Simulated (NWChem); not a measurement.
System: SnH₃O₂Cl; SMILES [OH][SnH]([OH])[Cl]

Here is an NWChem input.

```
start job
memory heap 200 mb stack 900 mb global 1100 mb
geometry units angstroms noautoz
  Sn     0.028265     0.400805     0.333766
  O     -1.488452     1.345321    -0.550427
  O      1.759123     1.136805    -0.348552
  Cl     0.060646    -1.881362    -0.325859
  H     -0.194141     0.601152     2.020223
  H     -1.358466     1.354175    -1.519270
  H      2.226834     0.420961    -0.824168
end
basis spherical
  Sn library def2-svp
  O library def2-svp
  Cl library def2-svp
  H library def2-svp
end
ecp
  Sn library def2-ecp
end
dft
  xc b3lyp
  grid fine
  iterations 150
  mulliken
end
task dft gradient
```

Output (shortened):

```
             Northwest Computational Chemistry Package (NWChem) 7.3.0
             --------------------------------------------------------

 C1  symmetry detected

                             Geometry "geometry" -> ""
                             -------------------------

 Output coordinates in angstroms (scale by  1.889725989 to convert to a.u.)

  No.       Tag          Charge          X              Y              Z
 ---- ---------------- ---------- -------------- -------------- --------------
    1 Sn                  50.0000    -0.00514367     0.30942723     0.26335219
    2 O                    8.0000    -1.52929664     1.23264577    -0.63049537
    3 O                    8.0000     1.71321620     0.89450138    -0.57810540
    4 Cl                  17.0000    -0.10354135    -2.02515243    -0.16617727
    5 H                    1.0000    -0.12375582     0.68309313     1.93069904
    6 H                    1.0000    -1.45386434     1.14110548    -1.60083647
    7 H                    1.0000     2.12365017     0.11485378    -1.00365254

 Effective nuclear repulsion energy (a.u.)     511.2785882260

                                 NWChem DFT Module
                                 -----------------

 Summary of "ao basis" -> "ao basis" (spherical)
 ------------------------------------------------------------------------------
       Tag                 Description            Shells   Functions and Types
 ---------------- ------------------------------  ------  ---------------------
 Sn                         def2-svp                10       26   4s4p2d
 O                          def2-svp                 6       14   3s2p1d
 Cl                         def2-svp                 8       18   4s3p1d
 H                          def2-svp                 3        5   2s1p

            General Information
            -------------------
          SCF calculation type: DFT
          Wavefunction type:  closed shell.
          No. of atoms     :     7
          No. of electrons :    58
           Alpha electrons :    29
            Beta electrons :    29
          Charge           :     0
          Spin multiplicity:     1
          Use of symmetry is: off; symmetry adaption is: off
          Maximum number of iterations: 150
          AO basis - number of functions:    87
                     number of shells:    39
          Convergence on energy requested:  1.00D-06
          Convergence on density requested:  1.00D-05
          Convergence on gradient requested:  5.00D-04

              XC Information
              --------------
                         B3LYP Method XC Potential
                     Hartree-Fock (Exact) Exchange  0.200
                        Slater Exchange Functional  0.800 local
                    Becke 1988 Exchange Functional  0.720 non-local
              Lee-Yang-Parr Correlation Functional  0.810
                  VWN I RPA Correlation Functional  0.190 local

             Grid Information
             ----------------
          Grid used for XC integration:  fine
          Radial quadrature: Mura-Knowles
          Angular quadrature: Lebedev.
          Tag              B.-S. Rad. Rad. Pts. Rad. Cut. Ang. Pts.
          ---              ---------- --------- --------- ---------
          Sn                  1.45      141           9.0       974
          O                   0.60       70          11.0       590
          Cl                  1.00      123          11.0       770
          H                   0.35       60          11.0       590
          Grid pruning is: on
          Number of quadrature shells:   584
          Spatial weights used:  Erf1

      Superposition of Atomic Density Guess
      -------------------------------------

 Sum of atomic energies:        -859.29940697

      Non-variational initial energy
      ------------------------------

 Total energy =    -823.940883
 1-e energy   =   -1748.952807
 2-e energy   =     658.992078
 HOMO         =      -0.411114
 LUMO         =      -0.044597

     ---------------------------------------------
      Total Density - Mulliken Population Analysis
     ---------------------------------------------

    Atom       Charge   Shell Charges
 -----------   ------   -------------------------------------------------------
    1 Sn  22    20.32   1.60  0.41  0.82  0.23  3.26  2.73  0.76  0.35  9.77  0.38
    2 O    8     8.92   1.99  1.11  0.69  3.07  2.06  0.00
    3 O    8     8.93   1.99  1.11  0.69  3.07  2.06  0.00
    4 Cl  17    17.51   2.00  1.99  1.23  0.73  5.94  2.16  3.45  0.01
    5 H    1     1.01   0.59  0.41  0.01
    6 H    1     0.65   0.52  0.07  0.06
    7 H    1     0.66   0.52  0.08  0.06

   convergence    iter        energy       DeltaE   RMS-Dens  Diis-err
 ---------------- ----- ----------------- --------- --------- ---------
 d= 0,ls=0.0,diis     1   -826.4837289687 -1.09D+03  2.55D-02  1.10D+00
 d= 0,ls=0.0,diis     2   -826.1844311162  2.99D-01  1.58D-02  4.06D+00
 d= 0,ls=0.0,diis     3   -826.6196025449 -4.35D-01  3.13D-03  4.76D-02
 d= 0,ls=0.0,diis     4   -826.6235589823 -3.96D-03  1.38D-03  1.48D-02
 d= 0,ls=0.0,diis     5   -826.6256659402 -2.11D-03  1.71D-04  2.56D-04
  Resetting Diis
 d= 0,ls=0.0,diis     6   -826.6256822187 -1.63D-05  7.75D-05  1.16D-04
 d= 0,ls=0.0,diis     7   -826.6256936587 -1.14D-05  4.05D-05  3.87D-06
 d= 0,ls=0.0,diis     8   -826.6256926005  1.06D-06  2.60D-05  1.44D-05
 d= 0,ls=0.0,diis     9   -826.6256940828 -1.48D-06  3.90D-06  1.43D-07
 d= 0,ls=0.0,diis    10   -826.6256940991 -1.64D-08  1.07D-06  7.86D-09

         Total DFT energy =     -826.625694099107
      One electron energy =    -1751.303177541484
           Coulomb energy =      723.408583074570
    Exchange-Corr. energy =      -64.750946755561
 Nuclear repulsion energy =      266.019847123367

 Numeric. integr. density =       57.999999711264

                       DFT Final Molecular Orbital Analysis
                       ------------------------------------

 Vector   27  Occ=2.000000D+00  E=-3.164591D-01
              MO Center=  2.4D-01, -1.3D+00, -2.1D-01, r^2= 3.4D+00
   Bfn.  Coefficient  Atom+Function         Bfn.  Coefficient  Atom+Function
  ----- ------------  ---------------      ----- ------------  ---------------
    65      0.428279  4 Cl px                67     -0.343567  4 Cl pz
    62      0.315494  4 Cl px                64     -0.254097  4 Cl pz
    45      0.205760  3 O  py                44      0.193562  3 O  px
    59      0.183797  4 Cl px                48      0.157130  3 O  py
    61     -0.147966  4 Cl pz                47      0.139128  3 O  px

 Vector   28  Occ=2.000000D+00  E=-3.138708D-01
              MO Center= -2.8D-01,  1.5D-01, -4.0D-01, r^2= 4.7D+00
   Bfn.  Coefficient  Atom+Function         Bfn.  Coefficient  Atom+Function
  ----- ------------  ---------------      ----- ------------  ---------------
    31      0.415429  2 O  py                34      0.311171  2 O  py
    46     -0.265031  3 O  pz                65     -0.260482  4 Cl px
    49     -0.198037  3 O  pz                67     -0.196644  4 Cl pz
    62     -0.192530  4 Cl px                66      0.157205  4 Cl py
    64     -0.149553  4 Cl pz                44     -0.134432  3 O  px

 Vector   29  Occ=2.000000D+00  E=-3.088832D-01
              MO Center=  2.8D-01,  7.5D-01, -4.9D-01, r^2= 3.9D+00
   Bfn.  Coefficient  Atom+Function         Bfn.  Coefficient  Atom+Function
  ----- ------------  ---------------      ----- ------------  ---------------
    46      0.362168  3 O  pz                30      0.311211  2 O  px
    49      0.274850  3 O  pz                44      0.266339  3 O  px
    31      0.239119  2 O  py                33      0.237159  2 O  px
    47      0.204123  3 O  px                34      0.181758  2 O  py
    65     -0.163791  4 Cl px                66      0.118759  4 Cl py

 Vector   30  Occ=0.000000D+00  E=-6.874506D-02
              MO Center=  7.9D-04,  5.6D-02,  1.4D-01, r^2= 4.3D+00
   Bfn.  Coefficient  Atom+Function         Bfn.  Coefficient  Atom+Function
  ----- ------------  ---------------      ----- ------------  ---------------
     3      0.746955  1 Sn s                  4      0.620817  1 Sn s
    74     -0.505747  5 H  s                 66     -0.405820  4 Cl py
     2     -0.278708  1 Sn s                 29     -0.261899  2 O  s
    43     -0.261508  3 O  s                 73     -0.244016  5 H  s
     1     -0.218753  1 Sn s                 63     -0.218034  4 Cl py

 Vector   31  Occ=0.000000D+00  E=-6.693054D-04
              MO Center=  1.4D-01,  4.9D-01,  2.3D-01, r^2= 4.7D+00
   Bfn.  Coefficient  Atom+Function         Bfn.  Coefficient  Atom+Function
  ----- ------------  ---------------      ----- ------------  ---------------
    15      0.692994  1 Sn py                43     -0.483821  3 O  s
    12      0.419375  1 Sn py                14      0.325868  1 Sn px
    84      0.315364  7 H  s                 58      0.296336  4 Cl s
    66      0.263154  4 Cl py                11      0.183667  1 Sn px
    16     -0.180141  1 Sn pz                67      0.155492  4 Cl pz

[...]

                         DFT ENERGY GRADIENTS

    atom               coordinates                        gradient
                 x          y          z           x          y          z
   1 Sn     -0.009720   0.584733   0.497663    0.000562  -0.004130   0.000488
   2 O      -2.889952   2.329363  -1.191463   -0.006244   0.004448   0.006601
   3 O       3.237509   1.690362  -1.092461    0.002270   0.009620   0.001297
   4 Cl     -0.195665  -3.826983  -0.314030    0.000024  -0.001628  -0.000219
   5 H      -0.233865   1.290859   3.648492   -0.000564   0.000799   0.002509
   6 H      -2.747405   2.156377  -3.025142    0.001979  -0.001715  -0.007651
   7 H       4.013117   0.217042  -1.896628    0.001972  -0.007394  -0.003026
```

Level: B3LYP/def2-SVP with def2 effective core potentials on Sn. Structure relaxed at the PBE-D3(BJ)/def2-SVP level. def2 effective core potentials on Sn; no spin-orbit coupling.
